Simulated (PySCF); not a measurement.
Input of a run (PBE0-D3(BJ)/def2-SVP geometry optimisation, gas phase (PySCF 2.14.0)), started from GFN2-xTB:
```
{"job": {"xc": "PBE0", "basis": "def2-SVP", "d3": "d3bj", "grid": 1, "shake": 0.01, "kind": "geom"}, "charge": 0, "multiplicity": 1}
C     -2.012170    -0.183940    -1.323520
C     -1.361490     0.124870    -0.225570
C     -2.027160     0.828550     0.923290
C      0.107260    -0.228720    -0.073000
C      0.958470    -0.315160    -1.319260
C      2.307980     0.129960    -0.818380
C      2.306770     0.470280     0.463700
C      0.976810     0.270190     1.056220
C      0.485560    -1.156280     1.063240
H     -1.586580    -0.666320    -2.154700
H     -3.081490     0.096910    -1.424620
H     -1.546880     1.811750     1.084000
H     -3.098150     0.975260     0.739420
H     -1.899920     0.266230     1.859860
H      0.599820     0.356350    -2.090540
H      0.994310    -1.301980    -1.722170
H      3.167270     0.157370    -1.474160
H      3.119200     0.854320     1.039760
H      0.622510     0.917810     1.847280
H      1.179960    -1.929900     0.823480
H     -0.283240    -1.455280     1.748660
```

Output (energies in Eh, forces in Eh/bohr):
```
step   0  E = -349.45574170  max force = 0.043662
step   1  E = -349.46282362  max force = 0.006135
step   2  E = -349.46317250  max force = 0.002239
step   3  E = -349.46319404  max force = 0.001612
step   4  E = -349.46328695  max force = 0.000908
step   5  E = -349.46331381  max force = 0.000456
step   6  E = -349.46333641  max force = 0.000659
step   7  E = -349.46334119  max force = 0.000947
step   8  E = -349.46334790  max force = 0.000479
step   9  E = -349.46334861  max force = 0.000218
optimisation converged
```

Summarise the run.

The energy falls by 0.207 eV over 10 energy and gradient evaluations, the largest force component goes from 0.0437 to 2.2e-04 Eh/bohr, and the atoms move by 0.133 Å rms after alignment. The bond that changes most is C1–H10 (terminal =CH2 carbon to vinylic hydrogen), which lengthens by 0.041 Å. Bonds longer at the end by more than 0.005 Å: 13 of 22; shorter: 3. Among the angles that change most is C2–C1–H10, from 124.6° to 122.3°. Among the dihedrals that turn most is C1–C2–C4–C9, from -119° to -130°. The energy never rose by more than 1e-6 Eh on the way. The first step brought 93 % of the lowering.

What are the final bond lengths?

C1=C2 1.340 Å, C2–C3 1.501 Å, C2–C4 1.490 Å, C4–C5 1.527 Å, C5–C6 1.504 Å, C6=C7 1.339 Å, C7–C8 1.486 Å, C8–C9 1.501 Å, C4–C8 1.528 Å, C4–C9 1.511 Å, C1–H10 1.092 Å, C1–H11 1.093 Å, C3–H12 1.102 Å, C3–H13 1.098 Å, C3–H14 1.102 Å, C5–H15 1.104 Å, C5–H16 1.104 Å, C6–H17 1.093 Å, C7–H18 1.092 Å, C8–H19 1.093 Å, C9–H20 1.094 Å, C9–H21 1.093 Å. Numbering counts from 1 in the input's order; the species is `C=C(C)[C@@]12CC=C[C@@H]1C2`.

The run used 186 basis functions and 64 SCF cycles in all. Time: 83 s; peak memory 0.76 GiB. Hardware: AMD EPYC 9R45, one thread, shared host with 96 logical CPUs at a one-minute load of 9.0.

Whether it is a minimum is left open (no frequencies). One conformer, not necessarily the lowest.
